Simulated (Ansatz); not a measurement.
Diatomic ZnF, multiplicity 2 (the spin of the measured ground state). No spin–orbit coupling. Zn is treated without relativity.

D_e counts from the fitted minimum to each atom's lowest state at the same level, without counterpoise.

Correlated levels freeze the inner cores; with def2 sets outer-core shells near the valence are correlated too.

Run with Ansatz (Gaussian basis) for Hartree–Fock, density functionals and correlated methods. Each number belongs to the level named beside it.

PBE/def2-TZVPP gives 306.2 kJ/mol for the bond energy D_e.

Problem. How do the other levels lie against it? Give each less PBE: r2SCAN/def2-TZVPP, PBE0/def2-TZVPP, wB97M-V/def2-TZVPP, CCSD(T)/def2-QZVPP.

Solution. r2SCAN/def2-TZVPP 6.2; PBE0/def2-TZVPP -16.3; wB97M-V/def2-TZVPP -16.7; CCSD(T)/def2-QZVPP -7.7 kJ/mol. 1 of 4 lie above PBE; the widest gap is to wB97M-V/def2-TZVPP.

Ansatz is a quantum-chemistry and plane-wave program.
